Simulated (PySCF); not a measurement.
Geometries of 3 isomers of CH11PSi3, from PySCF 2.14.0, PBE0-D3(BJ)/def2-SVP geometry optimisation, gas phase. One conformer each, no zero-point energy, no frequencies.

Problem. Which isomer lies lowest at this level?
A.
```xyz
16
angstrom
Si    -2.060   -1.054   -0.008
C     -1.019   -0.384    1.410
Si     0.597    0.466    0.920
Si     1.941   -0.947   -0.387
P      0.329    2.379   -0.272
H     -2.545    0.058   -0.881
H     -1.240   -1.984   -0.846
H     -3.246   -1.801    0.512
H     -1.627    0.325    1.998
H     -0.768   -1.225    2.081
H      1.351    0.851    2.156
H      1.412   -1.021   -1.785
H      3.342   -0.428   -0.436
H      1.957   -2.331    0.185
H     -0.721    2.881    0.559
H     -0.571    1.781   -1.207
```
B.
```xyz
16
angstrom
Si     2.094   -1.394    0.022
Si     1.116    0.658   -0.569
C     -0.704    0.466   -1.051
Si    -1.944    0.504    0.363
P     -1.327   -0.967    1.977
H      1.783   -2.403   -1.042
H      1.584   -1.912    1.327
H      3.580   -1.244    0.106
H      1.887    1.196   -1.737
H      1.257    1.638    0.555
H     -0.828   -0.470   -1.622
H     -0.969    1.290   -1.737
H     -1.936    1.857    1.000
H     -3.324    0.236   -0.152
H     -2.598   -0.920    2.627
H     -1.663   -2.116    1.196
```
C.
```xyz
16
angstrom
Si    -2.457    0.656    0.610
C     -1.348   -0.010   -0.761
Si    -0.203   -1.421   -0.271
P      0.931   -0.826    1.604
Si     2.004    0.929    0.667
H     -3.336    1.745    0.083
H     -3.320   -0.437    1.151
H     -1.629    1.209    1.724
H     -0.743    0.823   -1.159
H     -1.985   -0.363   -1.591
H      0.728   -1.753   -1.395
H     -1.004   -2.641    0.054
H      2.002   -1.748    1.391
H      2.465    0.671   -0.734
H      1.049    2.078    0.644
H      3.182    1.287    1.511
```

Solution. C. That is `[SiH3]C[SiH2]P[SiH3]`, 4.6 kcal/mol below the next.

```json
{"SMILES": "[SiH3]C[SiH2]P[SiH3]", "atoms numbered as above": "[SiH3:1][CH2:2][SiH2:3][PH:4][SiH3:5]", "E (Eh)": "-1253.61693", "relative (kcal/mol)": "0.0", "relative (kJ/mol)": "0.0", "dipole (D)": "1.42"}
{"SMILES": "[SiH3]C[Si@@H]([SiH3])P", "atoms numbered as above": "[SiH3:1][CH2:2][Si@@H:3]([SiH3:4])[PH2:5]", "E (Eh)": "-1253.60965", "relative (kcal/mol)": "4.6", "relative (kJ/mol)": "19.1", "dipole (D)": "1.61"}
{"SMILES": "[SiH3][SiH2]C[SiH2]P", "atoms numbered as above": "[SiH3:1][SiH2:2][CH2:3][SiH2:4][PH2:5]", "E (Eh)": "-1253.60749", "relative (kcal/mol)": "5.9", "relative (kJ/mol)": "24.8", "dipole (D)": "1.47"}
```

As drawn, the highest has an Si–Si bond, which the lowest lacks.
